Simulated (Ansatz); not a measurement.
Cost and result for the atomization energy of `C[O][AlH][CH2]F` (11 atoms, 10 bonds).

Z-matrix (Å, degrees):
```
C
O 1 1.399
H 1 1.095 2 112.4
H 1 1.095 2 109.9 3 -120.8
H 1 1.095 2 109.9 3 120.8
Al 2 1.678 1 138.0 3 0.2
C 6 1.983 2 120.8 1 0.0
H 6 1.579 2 117.6 1 -180.0
F 7 1.401 6 111.6 2 0.1
H 7 1.098 6 112.1 2 120.7
H 7 1.098 6 112.1 2 -120.6
```

Total charge 0; spin multiplicity 1. The geometry is a stationary point of PBE0-D4/def2-TZVP. It is one conformer, not always the lowest. Program: Ansatz. All runs use 4 threads of an Arm Neoverse N1 on a shared host. Times are those of one run each, without the atoms' runs, and a repeat can differ threefold. Electronic energies, without spin–orbit coupling; frozen cores. CCSD(T)/CBS adds CCSD(T) − MP2 in def2-TZVPP to the MP2 limit, and its time is that of the two runs behind it. T1 = 0.012. B3LYP takes the VWN-RPA correlation (the form of Gaussian; ORCA's B3LYP/G).

CCSD(T)/CBS is a level of theory with its own doubt, some kJ/mol a heavy atom from the limit and from the frozen cores, so smaller differences don't rank the functionals.

```json
{"level": "PBE-D4/def2-TZVPP (with forces)", "functions": "250", "wall time": "3.4 s", "atomization (kJ/mol)": "4039.4", "difference from CCSD(T)/CBS": "60.3", "per bond": "6.0"}
{"level": "PBE0-D4/def2-TZVPP", "functions": "250", "wall time": "4.3 s", "atomization (kJ/mol)": "3958.1", "difference from CCSD(T)/CBS": "-21.0", "per bond": "-2.1"}
{"level": "B3LYP-D4/def2-TZVPP (with forces)", "functions": "250", "wall time": "6.5 s", "atomization (kJ/mol)": "3970.4", "difference from CCSD(T)/CBS": "-8.7", "per bond": "-0.9"}
{"level": "r2SCAN-D4/def2-TZVPP (with forces)", "functions": "250", "wall time": "7 s", "atomization (kJ/mol)": "3982.9", "difference from CCSD(T)/CBS": "3.8", "per bond": "0.4"}
{"level": "B2PLYP/def2-TZVPP", "functions": "250", "wall time": "8 s", "atomization (kJ/mol)": "3934.2", "difference from CCSD(T)/CBS": "-44.9", "per bond": "-4.5"}
{"level": "ωB97X-V/def2-TZVPP", "functions": "250", "wall time": "12 s", "atomization (kJ/mol)": "3983.9", "difference from CCSD(T)/CBS": "4.8", "per bond": "0.5"}
{"level": "ωB97M-V/def2-TZVPP (with forces)", "functions": "250", "wall time": "16 s", "atomization (kJ/mol)": "3984.1", "difference from CCSD(T)/CBS": "5.0", "per bond": "0.5"}
{"level": "MP2/def2-QZVPP", "functions": "478", "wall time": "31 s", "atomization (kJ/mol)": "4009.3", "difference from CCSD(T)/CBS": "30.2", "per bond": "3.0"}
{"level": "CCSD(T)/def2-TZVPP", "functions": "250", "wall time": "3.8 min", "atomization (kJ/mol)": "3875.5", "difference from CCSD(T)/CBS": "-103.6", "per bond": "-10.4"}
{"level": "CCSD(T)/CBS(def2)", "functions": "–", "wall time": "4.4 min", "atomization (kJ/mol)": "3979.1", "difference from CCSD(T)/CBS": "0.0", "per bond": "0.0"}
```

From PBE to PBE0 (25 % exact exchange), in def2-TZVPP and without D4, the atomization energy moves by −78.7 kJ/mol: exact exchange takes away binding that semilocal exchange gives to molecules. The D4 term adds +27.4 kJ/mol with B3LYP and +14.5 kJ/mol with PBE0; it sums over pairs of atoms, weighted by their polarisabilities, and B3LYP, whose exchange is more repulsive, gets the larger term. In def2-TZVPP, CCSD(T) changes the Hartree–Fock value by +982.2 kJ/mol (the triples alone add +54.3 kJ/mol) and MP2 by +1054.2 kJ/mol; breaking electron pairs costs correlation energy, which Hartree–Fock lacks.
